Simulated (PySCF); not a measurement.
Hf(NH2)3(SH) (H7HfN3S), SMILES [NH2][Hf]([NH2])([NH2])[SH], multiplicity 1.

Geometry: B3LYP-D3(BJ)/def2-SVP. The spin state was assumed, not searched. The def2 effective core potentials stand for the cores of Hf; spin–orbit coupling is left out. Other conformers were not sampled.

Vertical ionisation energy (IE) and electron affinity (EA) in eV. Rows of orbital energies are one-electron estimates. Where ΔSCF, EOM or ADC give a negative EA the extra electron is unbound and the value depends on the basis.

```
level                                              IE     EA
-----------------------------------------------  ----  -----
−ε(HOMO), −ε(LUMO), CAM-B3LYP/def2-TZVP (PySCF)  8.14  -0.59
−ε(HOMO), −ε(LUMO), PBE/def2-TZVP (PySCF)        5.59   1.03
```
